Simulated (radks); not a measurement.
The numbers below are computed, except where a source is named.
All-electron atom: Te+ in [Kr] 4d9.5 5s1 5p4.5 (fractional occupations, a model configuration). Level of theory: Dirac Kohn-Sham, LDA (Slater exchange, Perdew-Wang correlation), spin-unpolarised, spherical densities, finite nucleus; open shells are shared between the two j in proportion to 2j + 1; Fermi nuclear charge, rms radius 4.7423 fm (a radial shooting solver on a logarithmic mesh with Libxc functionals).

Radial electron density D(r) = 4 pi r^2 rho(r):

```
   r/bohr * D(r) (the largest magnitude, 86.2, reaches the edge; | marks zero)
 0.004033 |          *
 0.004658 |             *
 0.005336 |               *
 0.006163 |                   *
 0.007117 |                      *
  0.00822 |                          *
 0.009493 |                              *
  0.01096 |                                  *
  0.01266 |                                     *
  0.01462 |                                        *
  0.01675 |                                          *
  0.01935 |                                           *
  0.02234 |                                          *
   0.0258 |                                         *
   0.0298 |                                       *
  0.03442 |                                     *
  0.03975 |                                     *
   0.0459 |                                      *
  0.05259 |                                          *
  0.06074 |                                              *
  0.07014 |                                                   *
  0.08101 |                                                      *
  0.09355 |                                                      *
    0.108 |                                                  *
   0.1248 |                                            *
   0.1441 |                                        *
   0.1651 |                                      *
   0.1907 |                                        *
   0.2202 |                                            *
   0.2543 |                                             *
   0.2937 |                                          *
   0.3392 |                                 *
   0.3917 |                       *
   0.4524 |                *
   0.5183 |              *
   0.5986 |              *
   0.6913 |                *
   0.7983 |               *
    0.922 |            *
    1.065 |         *
     1.23 |     *
     1.42 |   *
    1.627 |  *
    1.879 |  *
     2.17 | *
    2.506 | *
    2.894 |*
    3.343 |*
     3.86 *
    4.458 *
    5.108 *
    5.899 *
    6.813 *
    7.868 *
```

D(r) has 4 maxima, at r = 0.0197, 0.0864, 0.248, 0.719 bohr, and minima at 0.0382, 0.164, 0.531 bohr, inside which lie 2.02, 11.20, 29.03 electrons.
